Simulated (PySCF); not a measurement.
# Two-component Hartree-Fock for Ta³⁴⁺ (tantalum, charge +34)

Start: [Kr] 4d3; 4d3/2 filled at m_j = -1/2, +1/2, +3/2. Calculated with PySCF 2.14 in an uncontracted even-tempered set (17 s from 3.5 bohr⁻², ratio 2.8; 14 p from 4.6 bohr⁻², ratio 2.8; 9 d from 4.6 bohr⁻², ratio 2.8; 3 f from 17 bohr⁻², ratio 3): generalised Hartree-Fock with the X2C-1e Hamiltonian and a Gaussian nucleus; one run each with spin-orbit coupling (SO) switched off, then screened by Boettger's factors.

```json
{"spinor shell": "1s1/2", "electrons": "2", "ε, spin-free (eV)": "-69160.7", "ε, screened SO (eV)": "-69139.6", "weight of nominal j (screened SO)": "1.000", "rms radius, screened SO (bohr)": "0.0211"}
{"spinor shell": "2s1/2", "electrons": "2", "ε, spin-free (eV)": "-13174.1", "ε, screened SO (eV)": "-13166.6", "weight of nominal j (screened SO)": "1.000", "rms radius, screened SO (bohr)": "0.0854"}
{"spinor shell": "2p1/2", "electrons": "2", "ε, spin-free (eV)": "-11719.5", "ε, screened SO (eV)": "-12627.1", "weight of nominal j (screened SO)": "1.000", "rms radius, screened SO (bohr)": "0.0726"}
{"spinor shell": "2p3/2", "electrons": "4", "ε, spin-free (eV)": "-11719.5", "ε, screened SO (eV)": "-11347.3", "weight of nominal j (screened SO)": "1.000", "rms radius, screened SO (bohr)": "0.0799"}
{"spinor shell": "3s1/2", "electrons": "2", "ε, spin-free (eV)": "-4118.1", "ε, screened SO (eV)": "-4115.1", "weight of nominal j (screened SO)": "1.000", "rms radius, screened SO (bohr)": "0.216"}
{"spinor shell": "3p1/2", "electrons": "2", "ε, spin-free (eV)": "-3675.8", "ε, screened SO (eV)": "-3877.4", "weight of nominal j (screened SO)": "1.000", "rms radius, screened SO (bohr)": "0.208"}
{"spinor shell": "3p3/2", "electrons": "4", "ε, spin-free (eV)": "-3675.8", "ε, screened SO (eV)": "-3590.5", "weight of nominal j (screened SO)": "1.000", "rms radius, screened SO (bohr)": "0.222"}
{"spinor shell": "3d3/2", "electrons": "4", "ε, spin-free (eV)": "-3161.5", "ε, screened SO (eV)": "-3199.7", "weight of nominal j (screened SO)": "1.000", "rms radius, screened SO (bohr)": "0.195"}
{"spinor shell": "3d5/2", "electrons": "6", "ε, spin-free (eV)": "-3161.5", "ε, screened SO (eV)": "-3132.8", "weight of nominal j (screened SO)": "1.000", "rms radius, screened SO (bohr)": "0.200"}
{"spinor shell": "4s1/2", "electrons": "2", "ε, spin-free (eV)": "-1784.5", "ε, screened SO (eV)": "-1783.2", "weight of nominal j (screened SO)": "1.000", "rms radius, screened SO (bohr)": "0.453"}
{"spinor shell": "4p1/2", "electrons": "2", "ε, spin-free (eV)": "-1615.0", "ε, screened SO (eV)": "-1683.4", "weight of nominal j (screened SO)": "0.999", "rms radius, screened SO (bohr)": "0.455"}
{"spinor shell": "4p3/2", "electrons": "4", "ε, spin-free (eV)": "-1615.0", "ε, screened SO (eV)": "-1585.0", "weight of nominal j (screened SO)": "0.999", "rms radius, screened SO (bohr)": "0.483"}
{"spinor shell": "4d3/2", "electrons": "3", "ε, spin-free (eV)": "-1430.7", "ε, screened SO (eV)": "-1436.9", "weight of nominal j (screened SO)": "0.994", "rms radius, screened SO (bohr)": "0.468"}
```

```
   quantity     spin-free   screened SO
E (hartree)  -14945.89476  -14964.33444
        M_J           3/2           3/2
       ⟨J²⟩         6.752         3.799
       ⟨L²⟩        12.001         8.007
       ⟨S²⟩         3.750         2.183
```

Each row is a mean over spinors that exchange with the open shell spreads, by up to 12.159 eV (4p1/2).

Breit and QED terms are absent; they matter most for the inner s and p1/2 levels.

Densities and radii are taken from the X2C orbitals without a picture-change correction, which distorts them close to the nucleus.

Without spin-orbit coupling the j labels of p, d and f shells carry no meaning; the spin-free column gives the mean over the occupied spinors of each nl shell, and its ⟨J²⟩ belongs to a mixture of degenerate components.
